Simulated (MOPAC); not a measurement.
MOPAC input (PM3):

```
PM3 PRECISE GNORM=0.05 LET XYZ CHARGE=1 GEO-OK AUX(PRECISION=9) THREADS=1
HSi

Si   -0.00000000 1   -0.00000000 1   -0.10099473 1
H     0.00000000 1    0.00000000 1    1.41392619 1
```

Task: What heat of formation does the run end on?

Result: 257.27 kcal/mol.
